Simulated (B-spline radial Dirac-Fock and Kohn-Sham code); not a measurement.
# X-ray form factors of terbium in several charge states

These are calculated numbers from a radial B-spline solver; the model is Dirac-Fock densities.

Configurations: Tb⁵⁰⁺ [Ne] 3s2 3p3; Tb⁵²⁺ [Ne] 3s2 3p1; Tb⁵³⁺ [Ne] 3s2; Tb⁵⁴⁺ [Ne] 3s1; Tb⁵⁷⁺ [He] 2s2 2p4. The first column is f₀ of Tb⁵⁰⁺, the others are differences from it.

| s (Å⁻¹) | Tb⁵⁰⁺ | Δ Tb⁵²⁺ | Δ Tb⁵³⁺ | Δ Tb⁵⁴⁺ | Δ Tb⁵⁷⁺ |
| --- | --- | --- | --- | --- | --- |
| 0 | 15.000 | -2.000 | -3.000 | -4.000 | -7.000 |
| 0.05 | 14.994 | -1.998 | -2.997 | -3.996 | -6.995 |
| 0.1 | 14.976 | -1.992 | -2.988 | -3.984 | -6.979 |
| 0.15 | 14.945 | -1.982 | -2.973 | -3.965 | -6.953 |
| 0.2 | 14.903 | -1.968 | -2.953 | -3.937 | -6.917 |
| 0.25 | 14.848 | -1.951 | -2.927 | -3.902 | -6.871 |
| 0.3 | 14.782 | -1.929 | -2.895 | -3.860 | -6.815 |
| 0.35 | 14.705 | -1.904 | -2.858 | -3.811 | -6.749 |
| 0.4 | 14.617 | -1.876 | -2.816 | -3.754 | -6.675 |
| 0.45 | 14.518 | -1.844 | -2.769 | -3.691 | -6.591 |
| 0.5 | 14.409 | -1.809 | -2.717 | -3.622 | -6.499 |
| 0.6 | 14.163 | -1.731 | -2.600 | -3.466 | -6.291 |
| 0.7 | 13.881 | -1.642 | -2.468 | -3.290 | -6.056 |
| 0.8 | 13.569 | -1.544 | -2.323 | -3.096 | -5.797 |
| 0.9 | 13.232 | -1.440 | -2.168 | -2.888 | -5.518 |
| 1 | 12.874 | -1.331 | -2.005 | -2.671 | -5.225 |
| 1.1 | 12.500 | -1.219 | -1.838 | -2.447 | -4.922 |
| 1.2 | 12.115 | -1.105 | -1.669 | -2.221 | -4.614 |
| 1.4 | 11.331 | -0.882 | -1.336 | -1.774 | -3.999 |
| 1.6 | 10.555 | -0.673 | -1.023 | -1.355 | -3.411 |
